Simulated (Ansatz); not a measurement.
A nudged elastic band was laid between two geometries of H₄N₂Zn (7 atoms, charge 0, multiplicity 1).

Level of theory: Ansatz, RKS B3LYP-D4/def2-mTZVP.

```yaml
movable_images: 7
climbing_image: yes
spring: 5.0 eV/Å²
optimiser: quadratic models (default)
start_path: IDPP
force_threshold: 0.05 eV/Å
iteration_limit: 55
end_points: relaxed
```

First end point:

```xyz
7
Properties=species:S:1:pos:R:3
N -1.446 -0.188 -1.108
Zn 0.026 -0.008 -0.039
N 1.613 0.137 0.857
H -2.326 -0.399 -0.650
H -1.616 0.552 -1.781
H 2.152 -0.714 0.974
H 1.598 0.620 1.748
```

Last end point:

```xyz
7
Properties=species:S:1:pos:R:3
N -1.335 0.456 -1.168
Zn 0.026 -0.009 -0.039
N 1.501 -0.511 0.916
H -1.764 -0.293 -1.700
H -2.079 1.027 -0.783
H 1.354 -0.789 1.880
H 2.296 0.119 0.894
```

Question: Which bonds break or form, and what moves?

Answer: No bond is made or broken.  The two ends are copies of one structure, up to a mirror image or an exchange of like atoms.

Question: Give the energies along the band, and the barrier.

Answer: The forces met the threshold. The highest image is number 4 of 0 to 8, 0.053 eV above the ends, which have the same energy within 2 meV. A vibrational analysis at the climbing image gives one clearly imaginary mode, 186i cm⁻¹: a first-order saddle point.

```csv
image,path coordinate (Å),energy (eV)
0,0.00,0.000
1,0.33,0.008
2,0.66,0.027
3,0.99,0.046
4,1.33,0.053
5,1.66,0.046
6,1.99,0.027
7,2.32,0.008
8,2.65,0.000
```

Question: What is the geometry of the highest image?

Answer: 
```xyz
7
Properties=species:S:1:pos:R:3
N -1.382 0.073 -1.221
Zn 0.053 -0.016 -0.079
N 1.641 -0.152 0.830
H -2.094 -0.639 -1.087
H -1.860 0.968 -1.255
H 1.704 -0.921 1.490
H 1.938 0.686 1.322
```

Question: What are the harmonic wavenumbers there?

Answer: 186i, 156, 169, 493, 512, 590, 705, 746, 830, 1619, 1626, 3490, 3490, 3573, 3573 cm⁻¹.

The run took 82 s on 1 CPU thread of a shared host.
